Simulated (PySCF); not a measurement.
Si(Me)(OAc)2(OH), SMILES O[Si](C)(OC(C)=O)OC(=O)C, GFN2-xTB optimised geometry.

```
21

C     -2.08    -1.17    -3.42
C     -1.22    -0.29    -2.56
O     -0.39     0.47    -2.95
O     -1.48    -0.48    -1.26
Si    -0.79     0.33     0.00
C      1.10     0.33     0.00
O     -1.51     1.78     0.00
O     -1.43    -0.43     1.33
C     -1.22    -1.69     1.70
C     -2.06    -2.08     2.89
O     -0.44    -2.41     1.15
H     -1.81    -1.04    -4.47
H     -1.96    -2.20    -3.12
H     -3.12    -0.89    -3.27
H      1.51     0.91     0.82
H      1.48     0.75    -0.93
H      1.49    -0.68     0.09
H     -1.37     2.41     0.70
H     -1.88    -3.12     3.14
H     -3.11    -1.92     2.66
H     -1.80    -1.44     3.73
```

Density from PySCF 2.14.0 with PBE0/def2-SVP at that geometry.

Minimum of the electron density along straight lines between bonded atoms, close to the bond critical point (lines longer than 1.1 times the sum of covalent radii, or with two minima, are not listed):

| bond | length / Å | ρ at the minimum / e bohr⁻³ | ∇²ρ there / e bohr⁻⁵ | position (fraction from the first atom) |
|---|---|---|---|---|
| C1–C2 | 1.502 | 0.261 | -0.64 | 0.48 |
| C2–O3 | 1.198 | 0.425 | 0.37 | 0.33 |
| C2–O4 | 1.336 | 0.299 | -0.25 | 0.33 |
| O4–Si5 | 1.647 | 0.123 | 0.98 | 0.59 |
| Si5–C6 | 1.889 | 0.118 | 0.31 | 0.38 |
| Si5–O7 | 1.619 | … | 1.10 | 0.41 |
| Si5–O8 | 1.663 | 0.119 | 0.93 | 0.41 |
| O8–C9 | 1.333 | 0.302 | -0.26 | 0.67 |
| C9–C10 | 1.504 | 0.260 | -0.64 | 0.52 |
| C9–O11 | 1.199 | 0.424 | 0.36 | 0.33 |
| C1–H12 | 1.086 | 0.279 | -1.05 | 0.64 |
| C1–H13 | 1.087 | 0.275 | -1.02 | 0.63 |
| C1–H14 | 1.088 | 0.275 | -1.01 | 0.63 |
| C6–H15 | 1.087 | 0.270 | -0.96 | 0.62 |
| C6–H16 | 1.086 | 0.273 | -1.00 | 0.64 |
| C6–H17 | 1.087 | 0.273 | -0.99 | 0.63 |
| O7–H18 | 0.953 | 0.356 | … | 0.82 |
| C10–H19 | 1.085 | 0.279 | -1.05 | 0.64 |
| C10–H20 | 1.087 | 0.275 | -1.02 | 0.63 |
| C10–H21 | 1.088 | 0.274 | -1.01 | 0.63 |

Question: Complete the blanks.

Answer: 
- Si5–O7, ρ at the minimum / e bohr⁻³: 0.133
- O7–H18, ∇²ρ there / e bohr⁻⁵: -2.47
